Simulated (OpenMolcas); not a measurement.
Pd²⁺: effect of the basis set

| Item | Value |
| --- | --- |
| Program | OpenMolcas |
| Method | SS-CASPT2, IPEA 0.25 Eh, imaginary shift 0.1 Eh (closed shells correlated: 4s 4p) |
| Active space | 8 electrons in 5 orbitals (4d) |
| State averaging | 2S+1 = 3 even, 10 roots; 2S+1 = 1 even, 15 roots |
| Spin-orbit coupling | state interaction with AMFI integrals over the reference wave functions, term energies averaged over their components |

A. ANO-R1 [6s4p3d1f], X2C, finite nucleus; CASPT2 step about 2.5 core-seconds
B. ANO-RCC-VDZP [6s5p3d1f], DKH2, point nucleus; CASPT2 step of the order of 1.6 core-seconds
C. ANO-R2 [7s5p4d2f1g], X2C, finite nucleus; CASPT2 step of the order of 3 core-seconds
D. ANO-RCC-VTZP [7s6p4d2f1g], DKH2, point nucleus; CASPT2 step about 4 core-seconds
E. ANO-R3 [8s6p5d3f2g1h], X2C, finite nucleus; CASPT2 step about 11 core-seconds
F. ANO-RCC-VQZP [8s7p5d3f2g1h], DKH2, point nucleus; CASPT2 step roughly 9 core-seconds

Energies in cm-1 above 4d8 3F4, the measured ground level; measured values from Moore, Atomic Energy Levels, vol. III, NSRDS-NBS 35 (1971 reprint of NBS Circular 467, 1958).

```csv
Level,A,B,C,D,E,F,Measured
4d8 3F4,0.0,0.0,0.0,0.0,0.0,0.0,0.0
4d8 3F3,3270,3330,3140,3140,3170,3160,3230
4d8 3F2,4720,4810,4550,4560,4560,4530,4687
4d8 3P1,15310,15520,13930,14060,13920,13820,13470
4d8 3P0,15530,15740,14180,14310,14160,14070,13699
4d8 1G4,19270,19510,18270,18210,17830,17940,17880
4d8 1S0,42490,42780,41970,42070,41540,41460,
```

Deviations, from unrounded energies. A percentage is the sum of absolute deviations over the sum of measured energies, with the sign that they share, or ± where signs differ.

| Against measurement | Levels | A | B | C | D | E | F |
| --- | --- | --- | --- | --- | --- | --- | --- |
| mean absolute deviation (cm-1) | 5 | 1000 | 1200 | 310 | 350 | 230 | 200 |
| fine structure of the ground term (%) | 2 | +1.0 | +2.8 | -2.9 | -2.7 | -2.3 | -2.8 |
| other terms of the ground configuration (%) | 3 | +11.2 | +12.7 | +3.0 | +3.4 | ±2.1 | +1.7 |

F lies closest to measurement on these levels and B furthest from it. The largest miss of F in the table is 4d8 3P0, by +370 cm-1. The ranking rests on the paired levels alone, and a cruder setting can come out closer through cancelling errors.

The two smallest mean deviations differ by little beside CASPT2's spread within terms, so their order carries little weight.

Among A to F the level of the table that moves most is 4d8 3P1, by 1700 cm-1 (lowest in F, highest in B). Moves below CASPT2's spread within the term are not significant.

CASPT2 breaks the degeneracy within a term, and the mean is taken; among the terms shown or strongly mixed into the levels shown the widest spread is 800 cm-1 (4d8 3F, D). Levels of configurations with an s electron are missing; early in the row they begin among the upper levels of the d shell and mix with terms of their name. Some terms miss by over 15 % even with CASPT2, which points to a basis or an active space too small for the shells correlated (holds for B). Computed and measured levels are paired by configuration, term and J; levels that our copy of the source lacks, or whose pairing is in doubt (as where it misses far off the trend of its configuration), stay unpaired and out of the deviations. Only configurations of the active space appear. The table leaves out levels that lie high or whose names do not pair safely across all columns.
